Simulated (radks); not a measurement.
Results of a calculation; reference values are marked as such.
Problem. The table gives one normalised radial function P(r) = r R(r) (large component) of Gd56+ in [He] 2s2 2p4 (r in bohr). Code: a radial shooting solver on a logarithmic mesh with Libxc functionals. Model: Dirac Kohn-Sham, BLYP, spin-unpolarised, spherical densities, finite nucleus; open shells fill j = l - 1/2 first; Fermi nuclear charge, rms radius 5.1569 fm.

r           P
0.002064   0.8472
0.002865   1.0688
0.003946   1.3101
0.005434   1.5534
0.007543   1.7568
0.01039    1.8305
0.01431    1.6663
0.01986    1.1152
0.02735    0.1190
0.03796   -1.2881
0.05228   -2.6670
0.072     -3.4431
0.09995   -3.1279
0.1376    -1.9513
0.1895    -0.7629
0.2631    -0.1536
0.3624    -0.0141
0.503     -0.0004
0.6927    0.0000

Which n and l does it have? It may be an empty orbital.

Solution. n = 2, l = 0: the number of nodes gives n - l - 1 = 1, the rise at small r points to l (this Dirac orbital starts outside the nucleus as r^gamma with gamma = sqrt((l + 1)^2 - (Z/c)^2) = 0.88; the j = 1/2 orbital of l + 1 starts with the same power, but with a smaller coefficient, and then steepens), and the extent must fit the shell. The curve is that of 2s1/2. 2s1/2: eigenvalue -12764.1 eV, 1 radial node at r = 0.0282 bohr, <r> = 0.0901 bohr, 90 % of the charge inside 0.140 bohr.
